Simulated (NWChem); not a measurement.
Program: NWChem. System: AgCl, charge 0, spin multiplicity 1, at a geometry optimised with PBE0/def2-SVP with def2 effective core potentials on Ag. The structure started from a generated list of species. Level: RHF/def2-QZVP with def2 effective core potentials on Ag.

NWChem printed:

```
             Northwest Computational Chemistry Package (NWChem) 7.3.0
             --------------------------------------------------------

                                NWChem Input Module
                                -------------------

 Scaling coordinates for geometry "geometry" by  1.889725989
 (inverse scale =  0.529177249)

 Turning off AUTOSYM since
 SYMMETRY directive was detected!

                             Geometry "geometry" -> ""
                             -------------------------

 Output coordinates in angstroms (scale by  1.889725989 to convert to a.u.)

  No.       Tag          Charge          X              Y              Z
 ---- ---------------- ---------- -------------- -------------- --------------
    1 Ag                  47.0000     0.00000000     0.00000000    -0.61122200
    2 Cl                  17.0000     0.00000000     0.00000000     1.68985000

 Effective nuclear repulsion energy (a.u.)     183.7459331784

            Nuclear Dipole moment (a.u.)
            ----------------------------
        X                 Y               Z
 ---------------- ---------------- ----------------
     0.0000000000     0.0000000000     0.0000302356

      Symmetry information
      --------------------

 Group name             C2v
 Group number             16
 Group order               4
 No. of unique centers     2

      Symmetry unique atoms

     1    2


 Summary of "ao basis" -> "" (spherical)
 ------------------------------------------------------------------------------
       Tag                 Description            Shells   Functions and Types
 ---------------- ------------------------------  ------  ---------------------
 *                         def2-qzvp                  on all atoms

 Summary of "ao basis" -> "ao basis" (spherical)
 ------------------------------------------------------------------------------
       Tag                 Description            Shells   Functions and Types
 ---------------- ------------------------------  ------  ---------------------
 Ag                        def2-qzvp                20       72   7s5p4d3f1g
 Cl                        def2-qzvp                22       70   9s6p4d2f1g

                                 NWChem SCF Module
                                 -----------------

  ao basis        = "ao basis"
  functions       =   142
  atoms           =     2
  closed shells   =    18
  open shells     =     0
  charge          =   0.00
  wavefunction    = RHF
  use symmetry    = T
  symmetry adapt  = T

 Summary of "ao basis" -> "ao basis" (spherical)
 ------------------------------------------------------------------------------
       Tag                 Description            Shells   Functions and Types
 ---------------- ------------------------------  ------  ---------------------
 Ag                        def2-qzvp                20       72   7s5p4d3f1g
 Cl                        def2-qzvp                22       70   9s6p4d2f1g

      Symmetry analysis of basis
      --------------------------

        a1         59
        a2         17
        b1         33
        b2         33

 Forming initial guess at       0.3s

      Superposition of Atomic Density Guess
      -------------------------------------

 Sum of atomic energies:        -627.22418939

      Non-variational initial energy
      ------------------------------

 Total energy =    -605.286341
 1-e energy   =   -1041.906344
 2-e energy   =     362.339733
 HOMO         =      -0.437949
 LUMO         =      -0.181236

      Symmetry analysis of molecular orbitals - initial
      -------------------------------------------------

 !! scf_movecs_sym_adapt:   96 vectors were symmetry contaminated

  Symmetry fudging

 !! scf_movecs_sym_adapt:   96 vectors were symmetry contaminated

  Numbering of irreducible representations:

     1 a1          2 a2          3 b1          4 b2

  Orbital symmetries:

     1 a1          2 a1          3 a1          4 b1          5 b2
     6 a1          7 a1          8 b2          9 b1         10 a1
    11 a1         12 b1         13 b2         14 a2         15 a1
    16 a1         17 b1         18 b2         19 a1         20 b2
    21 b1         22 a1         23 a1         24 b1         25 b2
    26 a1         27 a1         28 b2

 Starting SCF solution at       7.1s

 ----------------------------------------------
         Quadratically convergent ROHF

 Convergence threshold     :          1.000E-07
 Maximum no. of iterations :          100
 Final Fock-matrix accuracy:          1.000E-09
 ----------------------------------------------

              iter       energy          gnorm     gmax       time
             ----- ------------------- --------- --------- --------
                 1     -605.6402711819  1.03D+00  2.43D-01      7.3
                 2     -605.6822173462  2.04D-01  5.13D-02      7.7
                 3     -605.6881186250  1.53D-02  3.52D-03      8.3
                 4     -605.6881462719  1.04D-04  2.80D-05      9.1
                 5     -605.6881462736  9.38D-09  2.72D-09     10.5

       Final RHF  results
       ------------------

         Total SCF energy =   -605.688146273591
      One-electron energy =  -1046.187297980029
      Two-electron energy =    366.218880847073
 Nuclear repulsion energy =     74.280270859366

        Time for solution =      3.4s

       Symmetry analysis of molecular orbitals - final
       -----------------------------------------------

  Numbering of irreducible representations:

     1 a1          2 a2          3 b1          4 b2

  Orbital symmetries:

     1 a1          2 a1          3 a1          4 b2          5 b1
     6 a1          7 a1          8 b1          9 b2         10 a1
    11 a1         12 b1         13 b2         14 a2         15 a1
    16 a1         17 b1         18 b2         19 a1         20 b2
    21 b1         22 a1         23 a1         24 b1         25 b2
    26 a1         27 a1         28 a1

             Final eigenvalues
             -----------------

              1
    1 -104.7461
    2  -10.4712
    3   -7.9380
    4   -7.9372
    5   -7.9372
    6   -4.3788
    7   -2.8348
    8   -2.8332
    9   -2.8332
   10   -0.9880
   11   -0.5718
   12   -0.5657
   13   -0.5657
   14   -0.5582
   15   -0.5582
   16   -0.3928
   17   -0.3822
   18   -0.3822
   19   -0.0201
   20    0.0373
   21    0.0373
   22    0.0597
   23    0.1193
   24    0.1427
   25    0.1427
   26    0.2213
   27    0.3257
   28    0.3443

                       ROHF Final Molecular Orbital Analysis
                       -------------------------------------

 Vector   16  Occ=2.000000D+00  E=-3.927966D-01  Symmetry=a1
              MO Center= -1.0D-13,  1.9D-13,  1.2D+00, r^2= 2.2D+00
   Bfn.  Coefficient  Atom+Function         Bfn.  Coefficient  Atom+Function
  ----- ------------  ---------------      ----- ------------  ---------------
    96      0.381794  2 Cl pz                93      0.330268  2 Cl pz
    84     -0.223377  2 Cl pz                25      0.188684  1 Ag d  0
    99      0.183953  2 Cl pz                 3      0.154641  1 Ag s

 Vector   17  Occ=2.000000D+00  E=-3.822314D-01  Symmetry=b1
              MO Center=  5.6D-13,  5.5D-26,  1.5D+00, r^2= 1.5D+00
   Bfn.  Coefficient  Atom+Function         Bfn.  Coefficient  Atom+Function
  ----- ------------  ---------------      ----- ------------  ---------------
    94      0.422068  2 Cl px                91      0.378319  2 Cl px
    82     -0.253709  2 Cl px                97      0.219703  2 Cl px

 Vector   18  Occ=2.000000D+00  E=-3.822314D-01  Symmetry=b2
              MO Center=  7.1D-26, -1.6D-12,  1.5D+00, r^2= 1.5D+00
   Bfn.  Coefficient  Atom+Function         Bfn.  Coefficient  Atom+Function
  ----- ------------  ---------------      ----- ------------  ---------------
    95      0.422068  2 Cl py                92      0.378319  2 Cl py
    83     -0.253709  2 Cl py                98      0.219703  2 Cl py

 Vector   19  Occ=0.000000D+00  E=-2.013324D-02  Symmetry=a1
              MO Center= -1.1D-13,  3.3D-13, -1.8D+00, r^2= 6.1D+00
   Bfn.  Coefficient  Atom+Function         Bfn.  Coefficient  Atom+Function
  ----- ------------  ---------------      ----- ------------  ---------------
     7      0.905558  1 Ag s                 22     -0.317609  1 Ag pz
     5      0.192797  1 Ag s                  3     -0.155839  1 Ag s
    99      0.155181  2 Cl pz                 4     -0.153957  1 Ag s
    19     -0.152448  1 Ag pz

 Vector   20  Occ=0.000000D+00  E= 3.727106D-02  Symmetry=b2
              MO Center=  1.9D-26,  2.9D-13, -8.3D-01, r^2= 1.7D+01
   Bfn.  Coefficient  Atom+Function         Bfn.  Coefficient  Atom+Function
  ----- ------------  ---------------      ----- ------------  ---------------
    21      1.065059  1 Ag py                98     -0.231541  2 Cl py

 Vector   21  Occ=0.000000D+00  E= 3.727106D-02  Symmetry=b1
              MO Center= -1.6D-13,  1.7D-26, -8.3D-01, r^2= 1.7D+01
   Bfn.  Coefficient  Atom+Function         Bfn.  Coefficient  Atom+Function
  ----- ------------  ---------------      ----- ------------  ---------------
    20      1.065059  1 Ag px                97     -0.231541  2 Cl px

 center of mass
 --------------
 x =   0.00000000 y =   0.00000000 z =  -0.08325688

 moments of inertia (a.u.)
 ------------------
         498.236099677014           0.000000000000           0.000000000000
           0.000000000000         498.236099677014           0.000000000000
           0.000000000000           0.000000000000           0.000000000000

  Mulliken analysis of the total density
  --------------------------------------

    Atom       Charge   Shell Charges
 -----------   ------   -------------------------------------------------------
    1 Ag  19    18.31  -0.02 -0.37  1.48  0.89  0.15  0.07  0.02  4.88  1.04  0.15  0.05  0.01  4.28  3.56  1.84  0.29  0.00  0.00  0.01  0.00
    2 Cl  17    17.69   1.64  0.01  0.28  0.31  1.08  0.61  0.41  1.11  0.52  5.83 -0.00  0.67  1.92  2.36  0.92  0.00  0.00  0.01  0.01  0.00  0.00  0.00

       Multipole analysis of the density wrt the origin
       ------------------------------------------------

     L   x y z        total         open         nuclear
     -   - - -        -----         ----         -------
     0   0 0 0      0.000000      0.000000     36.000000

     1   1 0 0     -0.000000      0.000000      0.000000
     1   0 1 0      0.000000      0.000000      0.000000
     1   0 0 1     -2.777007      0.000000     32.341209

     2   2 0 0    -23.073468      0.000000      0.000000
     2   1 1 0      0.000000      0.000000      0.000000
     2   1 0 1     -0.000000      0.000000      0.000000
     2   0 2 0    -23.073468      0.000000      0.000000
     2   0 1 1      0.000000      0.000000      0.000000
     2   0 0 2    -26.015047      0.000000    198.705930

 Task  times  cpu:       10.6s     wall:       10.6s

 Total times  cpu:       10.7s     wall:       10.7s
```

Question: Write an NWChem input that would produce this output.

Answer: Several could match; the one computed here: 
```
start mol
memory heap 200 mb stack 900 mb global 1100 mb
geometry units angstroms nocenter noautoz
  Ag     0.000000     0.000000    -0.611222
  Cl     0.000000     0.000000     1.689850
  symmetry group C2v
end
basis spherical
  * library def2-qzvp
end
ecp
  Ag library def2-ecp
end
scf
  rhf
  nopen 0
  maxiter 100
  thresh 1e-7
  semidirect memsize 60000000 filesize 0
end
task scf energy
```
